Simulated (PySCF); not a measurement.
# Polarisability and C₆ of Re⁺ (rhenium, charge +1)

[Xe] 4f14 5d5 6s1, high-spin 7S determinant. All numbers are calculated (PySCF 2.14, scalar relativity by spin-free X2C-1e, in ANO-RCC-VTZP). Coupled (time-dependent) response in atomic units; α is the mean over directions. The basis has no added diffuse functions, which lowers α and C₆.

| method | mean α (bohr³) | C₆ (like pair) | S(−4) |
| --- | --- | --- | --- |
| UHF | 35.37 | 285.0 | 587.5 |

S(−4) is the Cauchy moment in α(ω) = α(0) + S(−4) ω² + …

α(iu) at UHF:

| u (hartree) | α(iu) (bohr³) |
| --- | --- |
| 0 | 35.37 |
| 0.0500 | 33.97 |
| 0.100 | 30.48 |
| 0.200 | 22.27 |
| 0.300 | 16.20 |
| 0.500 | 9.966 |
| 0.750 | 6.773 |
| 1.00 | 5.187 |
| 1.50 | 3.487 |
| 2.00 | 2.532 |
| 3.00 | 1.512 |
| 5.00 | 0.7295 |

A single London oscillator, α(iu) = α/(1 + u²/ω²), gives C₆ = (3/4) ω α². Matching the computed C₆ needs ω = 4 × 285.0 / (3 × 35.37²) = 0.304 hartree.

For an ion, C₆ is the dispersion term alone; charge-induced terms of lower order in 1/R come first.

Spin-orbit coupling, which splits the p, d and f shells strongly at this Z, is absent.
